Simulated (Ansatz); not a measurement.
Ansatz (an electronic-structure program) input (B3LYP-D3(BJ)/def2-TZVP):

Ansatz 0.2 input:
```yaml
crystal:
  periodic: [false, false, false]
  atoms:
    - {symbol: Mo, position_ang: [-0.03686456, -0.00514405, 0.01619184]}
    - {symbol: H, position_ang: [1.18116099, -0.36294647, 1.14928913]}
    - {symbol: H, position_ang: [0.18282356, 1.60147941, -0.49957601]}
    - {symbol: H, position_ang: [0.18432684, -1.02248283, -1.32977044]}
basis:
  gaussian:
    orbitals: def2-TZVP
hamiltonian:
  xc: b3lyp
  dispersion: d3bj
magnetization: {spin_polarized: true, initial_magnetization: 3}
phonons: {temperatures: {t_min: 298.15, t_max: 298.15, t_step: 100}}
```

Output:

```
Functional definition: B3LYP
integrals: 0.01 GiB planned
503 factors; their error is unknown
mean field: 0.16 GiB planned
mean field evaluation 1: about -1901.3430 eV, gradient 1.5e1 eV
mean field evaluation 2: about -1901.1945 eV, gradient 1.8e1 eV
mean field evaluation 4: about -1902.6753 eV, gradient 1.6e0 eV
mean field evaluation 8: about -1902.6972 eV, gradient 2.5e-2 eV
mean field evaluation 16: about -1902.7594 eV, gradient 3.8e-5 eV
mean field -1902.75943786 eV, -69.9251196047 hartree, gradient 3.8e-5 eV, S^2 3.782132; 0 other end points of the search recorded, 0 dependent functions left out
the calculation of the forces begins
reference -1902.75968259 eV, -69.9251285983 hartree; 10, 7 occupied and 48, 51 virtual orbitals, 503 factors
these checks for a lower state are left out or cut short: stability, starts, cluster_reference, orbital_swaps, neighbouring_geometries, increment
integrals: 0.01 GiB planned
503 factors; their error is unknown
mean field: 0.16 GiB planned
mean field -1902.75938225 eV, -69.9251175612 hartree, gradient 1.6e-6 eV, S^2 3.782156; 0 other end points of the search recorded, 0 dependent functions left out
the calculation of the forces begins
reference -1902.75962698 eV, -69.9251265548 hartree; 10, 7 occupied and 48, 51 virtual orbitals, 503 factors
these checks for a lower state are left out or cut short: stability, starts, cluster_reference, orbital_swaps, neighbouring_geometries, increment
integrals: 0.01 GiB planned
503 factors; their error is unknown
mean field: 0.16 GiB planned
mean field evaluation 32: about -1902.7594 eV, gradient 1.8e-6 eV
mean field -1902.75938198 eV, -69.9251175510 hartree, gradient 1.9e-6 eV, S^2 3.782110; 0 other end points of the search recorded, 0 dependent functions left out
the calculation of the forces begins
reference -1902.75962670 eV, -69.9251265446 hartree; 10, 7 occupied and 48, 51 virtual orbitals, 503 factors
these checks for a lower state are left out or cut short: stability, starts, cluster_reference, orbital_swaps, neighbouring_geometries, increment
integrals: 0.01 GiB planned
503 factors; their error is unknown
mean field: 0.16 GiB planned
mean field -1902.75939690 eV, -69.9251180993 hartree, gradient 1.7e-6 eV, S^2 3.782062; 0 other end points of the search recorded, 0 dependent functions left out
the calculation of the forces begins
reference -1902.75964162 eV, -69.9251270928 hartree; 10, 7 occupied and 48, 51 virtual orbitals, 503 factors
these checks for a lower state are left out or cut short: stability, starts, cluster_reference, orbital_swaps, neighbouring_geometries, increment
integrals: 0.01 GiB planned
503 factors; their error is unknown
mean field: 0.16 GiB planned
mean field -1902.75939705 eV, -69.9251181049 hartree, gradient 1.7e-6 eV, S^2 3.782204; 0 other end points of the search recorded, 0 dependent functions left out
the calculation of the forces begins
reference -1902.75964178 eV, -69.9251270985 hartree; 10, 7 occupied and 48, 51 virtual orbitals, 503 factors
these checks for a lower state are left out or cut short: stability, starts, cluster_reference, orbital_swaps, neighbouring_geometries, increment
integrals: 0.01 GiB planned
503 factors; their error is unknown
mean field: 0.16 GiB planned
mean field -1902.75941942 eV, -69.9251189271 hartree, gradient 1.4e-6 eV, S^2 3.782209; 0 other end points of the search recorded, 0 dependent functions left out
the calculation of the forces begins
reference -1902.75966416 eV, -69.9251279210 hartree; 10, 7 occupied and 48, 51 virtual orbitals, 503 factors
these checks for a lower state are left out or cut short: stability, starts, cluster_reference, orbital_swaps, neighbouring_geometries, increment
integrals: 0.01 GiB planned
503 factors; their error is unknown
mean field: 0.16 GiB planned
mean field -1902.75941352 eV, -69.9251187103 hartree, gradient 1.7e-6 eV, S^2 3.782056; 0 other end points of the search recorded, 0 dependent functions left out
the calculation of the forces begins
reference -1902.75965824 eV, -69.9251277036 hartree; 10, 7 occupied and 48, 51 virtual orbitals, 503 factors
these checks for a lower state are left out or cut short: stability, starts, cluster_reference, orbital_swaps, neighbouring_geometries, increment
integrals: 0.01 GiB planned
503 factors; their error is unknown
mean field: 0.16 GiB planned
mean field evaluation 64: about -1902.7594 eV, gradient 2.3e-5 eV
mean field -1902.75943183 eV, -69.9251193831 hartree, gradient 1.3e-6 eV, S^2 3.782107; 0 other end points of the search recorded, 0 dependent functions left out
the calculation of the forces begins
reference -1902.75967656 eV, -69.9251283766 hartree; 10, 7 occupied and 48, 51 virtual orbitals, 503 factors
these checks for a lower state are left out or cut short: stability, starts, cluster_reference, orbital_swaps, neighbouring_geometries, increment
integrals: 0.01 GiB planned
503 factors; their error is unknown
mean field: 0.16 GiB planned
mean field -1902.75943567 eV, -69.9251195244 hartree, gradient 1.5e-6 eV, S^2 3.782158; 0 other end points of the search recorded, 0 dependent functions left out
the calculation of the forces begins
reference -1902.75968041 eV, -69.9251285181 hartree; 10, 7 occupied and 48, 51 virtual orbitals, 503 factors
these checks for a lower state are left out or cut short: stability, starts, cluster_reference, orbital_swaps, neighbouring_geometries, increment
integrals: 0.01 GiB planned
503 factors; their error is unknown
mean field: 0.16 GiB planned
mean field -1902.75942588 eV, -69.9251191646 hartree, gradient 1.9e-6 eV, S^2 3.782212; 0 other end points of the search recorded, 0 dependent functions left out
the calculation of the forces begins
reference -1902.75967063 eV, -69.9251281587 hartree; 10, 7 occupied and 48, 51 virtual orbitals, 503 factors
these checks for a lower state are left out or cut short: stability, starts, cluster_reference, orbital_swaps, neighbouring_geometries, increment
integrals: 0.01 GiB planned
503 factors; their error is unknown
mean field: 0.16 GiB planned
mean field -1902.75941372 eV, -69.9251187175 hartree, gradient 1.7e-6 eV, S^2 3.782053; 0 other end points of the search recorded, 0 dependent functions left out
the calculation of the forces begins
reference -1902.75965843 eV, -69.9251277106 hartree; 10, 7 occupied and 48, 51 virtual orbitals, 503 factors
these checks for a lower state are left out or cut short: stability, starts, cluster_reference, orbital_swaps, neighbouring_geometries, increment
integrals: 0.01 GiB planned
503 factors; their error is unknown
mean field: 0.16 GiB planned
mean field -1902.75939180 eV, -69.9251179120 hartree, gradient 1.7e-6 eV, S^2 3.782020; 0 other end points of the search recorded, 0 dependent functions left out
the calculation of the forces begins
reference -1902.75963651 eV, -69.9251269050 hartree; 10, 7 occupied and 48, 51 virtual orbitals, 503 factors
these checks for a lower state are left out or cut short: stability, starts, cluster_reference, orbital_swaps, neighbouring_geometries, increment
integrals: 0.01 GiB planned
503 factors; their error is unknown
mean field: 0.16 GiB planned
mean field evaluation 96: about -1902.6972 eV, gradient 8.5e-5 eV
mean field -1902.75940564 eV, -69.9251184207 hartree, gradient 1.7e-6 eV, S^2 3.782246; 0 other end points of the search recorded, 0 dependent functions left out
the calculation of the forces begins
reference -1902.75965039 eV, -69.9251274149 hartree; 10, 7 occupied and 48, 51 virtual orbitals, 503 factors
these checks for a lower state are left out or cut short: stability, starts, cluster_reference, orbital_swaps, neighbouring_geometries, increment
integrals: 0.01 GiB planned
503 factors; their error is unknown
mean field: 0.16 GiB planned
mean field -1902.75943453 eV, -69.9251194825 hartree, gradient 1.7e-6 eV, S^2 3.782139; 0 other end points of the search recorded, 0 dependent functions left out
the calculation of the forces begins
reference -1902.75967926 eV, -69.9251284760 hartree; 10, 7 occupied and 48, 51 virtual orbitals, 503 factors
these checks for a lower state are left out or cut short: stability, starts, cluster_reference, orbital_swaps, neighbouring_geometries, increment
integrals: 0.01 GiB planned
503 factors; their error is unknown
mean field: 0.16 GiB planned
mean field -1902.75943677 eV, -69.9251195647 hartree, gradient 1.2e-6 eV, S^2 3.782126; 0 other end points of the search recorded, 0 dependent functions left out
the calculation of the forces begins
reference -1902.75968150 eV, -69.9251285583 hartree; 10, 7 occupied and 48, 51 virtual orbitals, 503 factors
Total energy: -1902.84440385 eV, -69.9282420472 hartree
Atom 0 at    -0.036865    -0.005144     0.016192 Å, force    -0.000356    -0.000052     0.000154 eV/Å
Atom 1 at     1.181161    -0.362946     1.149289 Å, force    -0.000027     0.000107    -0.000357 eV/Å
Atom 2 at     0.182824     1.601479    -0.499576 Å, force     0.000190    -0.000321     0.000003 eV/Å
Atom 3 at     0.184327    -1.022483    -1.329770 Å, force     0.000193     0.000266     0.000200 eV/Å
Dipole moment:    -0.459939    -0.064179     0.202018 e Å
Vibrations: 415.74 614.50 614.53 1857.98 1857.98 1891.48 cm⁻¹, zero-point energy 0.449580 eV
```

The spin state was set by rule; other spins were not relaxed.
